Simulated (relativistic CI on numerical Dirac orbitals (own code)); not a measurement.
## d3 in a ligand field

Computed with a parametric ligand-field model of a d^n configuration (Racah B and C, spin-orbit zeta, crystal field), exact diagonalisation.

Field parameters in Wybourne normalisation: Oh B⁴₀ = 21Dq, B⁴₄ = √(5/14) B⁴₀. The field is a parameter set, without covalency.

B = 760 cm⁻¹, C = 3370 cm⁻¹ (C/B = 4.43), Oh, no spin-orbit coupling. Tanabe-Sugano data, E/B above the lowest term (Δ = |10Dq|; b, c mark the second and third term of a kind):

```csv
Δ/B,4A2,4T2,4T1,4T1(b),2E,2T1,2T2
1.0,0.00,1.00,1.79,16.21,18.20,18.27,18.65
3.0,0.00,3.00,5.29,18.71,19.06,19.50,21.13
5.0,0.00,5.00,8.68,21.32,19.47,20.16,23.31
7.0,0.00,7.00,11.92,24.08,19.73,20.54,25.13
9.0,0.00,9.00,15.00,27.00,19.91,20.80,26.48
11.0,0.00,11.00,17.92,30.08,20.06,20.98,27.46
13.0,0.00,13.00,20.68,33.32,20.19,21.12,28.24
15.0,0.00,15.00,23.29,36.71,20.30,21.23,28.90
17.0,0.00,17.00,25.79,40.21,20.39,21.32,29.47
19.0,0.00,19.00,28.19,43.81,20.47,21.40,29.98
21.0,0.00,21.00,30.51,47.49,20.55,21.46,30.42
23.0,0.00,23.00,32.78,51.22,20.62,21.52,30.82
25.0,0.00,25.00,35.00,55.00,20.68,21.57,31.18
27.0,0.00,27.00,37.18,58.82,20.74,21.61,31.51
29.0,0.00,29.00,39.34,62.66,20.79,21.65,31.80
31.0,0.00,31.00,41.47,66.53,20.84,21.68,32.07
33.0,0.00,33.00,43.58,70.42,20.89,21.71,32.31
35.0,0.00,35.00,45.68,74.32,20.93,21.74,32.54
37.0,0.00,37.00,47.77,78.23,20.98,21.77,32.74
39.0,0.00,39.00,49.84,82.16,21.01,21.79,32.93
41.0,0.00,41.00,51.91,86.09,21.05,21.81,33.10
43.0,0.00,43.00,53.97,90.03,21.08,21.83,33.26
45.0,0.00,45.00,56.03,93.97,21.12,21.85,33.41
47.0,0.00,47.00,58.08,97.92,21.15,21.87,33.55
```

The ground term stays 4A2.
